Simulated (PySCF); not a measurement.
Compound: CH12OSi5.
Numbering: `[CH3:1][Si@H:2]1[SiH2:3][Si@H:4]([O:5][SiH3:6])[SiH2:7]1`

NICS is the negative of the GIAO shielding at a point without a nucleus: at the ring centre (0) and 1 Å above and below it (1); zz is the component along the ring normal. Level: GIAO PBE0/pcSseg-1 (PySCF, non-relativistic, gas phase) on the GFN2-xTB geometry, one conformer.

Ring bond lengths (Å), with Mayer bond orders in brackets: Si2–Si3 2.376 (0.84), Si3–Si4 2.356 (0.87), Si4–Si7 2.356 (0.87), Si7–Si2 2.376 (0.84).

**Question.** Give the NICS values of each ring in ppm.

**Answer.** 
| ring | type | NICS(0) | NICS(1), two faces | NICS(1)zz, two faces | rms pucker (Å) | centre to ring atoms, mean (Å) |
| --- | --- | --- | --- | --- | --- | --- |
| Si2–Si3–Si4–Si7 | 4-membered ring with 4 Si; formal bonds all single | 3.6 | 0.2 / -0.7 | 6.0 / 4.9 | 0.03 | 1.67 |

**Question.** What do they say, and how far can they be read as aromaticity?

**Answer.** 
- Si2–Si3–Si4–Si7: mean NICS(1)zz 5.5 ppm, deshielded. Si2, Si3, Si4, Si7 have four or more neighbours; no verdict on aromaticity is drawn.

**Question.** At the first NICS(1) probe listed for ring Si2–Si3–Si4–Si7, 1 Å off the ring, what do the in-plane components average?

**Answer.** The isotropic value is a third of the trace: (3 × 0.2 − (6.0))/2 = -2.7 ppm.

The values belong to the conformer `[CH3:1][Si@H:2]1[SiH2:3][Si@H:4]([O:5][SiH3:6])[SiH2:7]1`: Si3–Si4–O5–Si6 -49°.
